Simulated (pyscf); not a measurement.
Single points on ωB97X-D3(BJ)/def2-SVP structures (PySCF, gas phase). MP2 and CC: frozen core, UHF for open shells. ΔMP2 is the change of the MP2 total energy from the triple- to the quadruple-zeta basis.

### Question
`[CH]=[C]=[O]` [doublet] → `[C]1=[CH][O]1` [doublet]
Surface: doublet. Broken: none. Formed: C–O. Give ΔE‡ and ΔE from CCSD(T)/def2-TZVPP + ΔMP2(QZVPP), relative to the reactant's lowest minimum found.

### Answer
ΔE‡ = 313.6 kJ/mol, ΔE = +217.5 kJ/mol. Zero-point energy shifts the barrier by -7.1 kJ/mol. It is a ring closure, with an imaginary mode of 1135i cm⁻¹. Another saddle between the same species, by other bonds, lies lower (260.7 kJ/mol against 324.2 kJ/mol at ωB97M-D3(BJ)). The CCSD(T) − MP2 part came from Ansatz, without density fitting, on the same reference. An open-shell T1 diagnostic exceeds 0.045. A UHF reference is spin-contaminated (<S²> up to 1.12), which harms MP2 most.
